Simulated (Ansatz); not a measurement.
C3H6CuN, SMILES `CC#[N+][Cu-][CH3]`. Charge 0, multiplicity 1. For Cu the d shell is correlated and the shells below it are frozen. Scalar relativity is left out up to krypton.

```xyz
11

C     0.244    1.138    2.869
C     0.130    0.607    1.531
N     0.039    0.186    0.468
Cu   -0.107   -0.501   -1.262
C    -0.257   -1.203   -3.031
H    -0.448    1.973    2.997
H     1.262    1.489    3.043
H     0.004    0.362    3.597
H    -1.286   -1.505   -3.258
H     0.040   -0.464   -3.784
H     0.380   -2.084   -3.170
```

Task: Give the diagnostics of a CCSD(T)/def2-TZVPP run (frozen core, Ansatz). (An estimate is asked.)

Result: Ansatz gave: T1 = 0.0221, largest single amplitude 0.037, largest double 0.041, (T) share of the correlation energy 4.6 %, 15 CCSD cycles. The RHF solution is stable towards an unrestricted one. T1 lies over the customary mark of 0.02 for closed shells; compounds of d metals often pass it without a breakdown.
